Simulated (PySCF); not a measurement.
Radial density of He⁺ (helium, charge +1)

UHF, 1s1, 2S determinant. All numbers are calculated (PySCF 2.14, scalar relativity by spin-free X2C-1e, in aug-cc-pVDZ-DK).

```
r (bohr)  4πr²ρ (e/bohr)  4πr²(ρα − ρβ)
  0.0154        0.006429         0.0064
  0.0258         0.01801         0.0180
  0.0435         0.04960         0.0496
  0.0731          0.1304         0.1304
   0.123          0.3075         0.3075
   0.207          0.6017         0.6017
   0.348          0.9662         0.9662
   0.585           1.038         1.0378
   0.985          0.6126         0.6126
    1.66          0.1113         0.1113
    2.79        0.005946         0.0059
    4.69       6.286e-05         0.0001
```

Densities and radii are taken from the X2C orbitals without a picture-change correction, which distorts them close to the nucleus.
